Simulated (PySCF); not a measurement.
A structure optimised at B3LYP-D3(BJ)/def2-TZVP, used in a PySCF frequency run:

```xyz
6

Ga     0.4931    -0.3598     0.0000
C     -0.8992    -1.8386     0.0000
H     -1.5081    -1.6940    -0.8929
H     -1.5081    -1.6940     0.8929
H     -0.4347    -2.8209     0.0000
Cl    -0.3788     1.6702     0.0000
```
Charge 0, spin multiplicity 2.

Write its SMILES, formula and point group.

[CH3][Ga][Cl], CH₃ClGa, Cs

What are its rotational constants (standard atomic weights)?

13.607, 3.0763, 2.5497 GHz
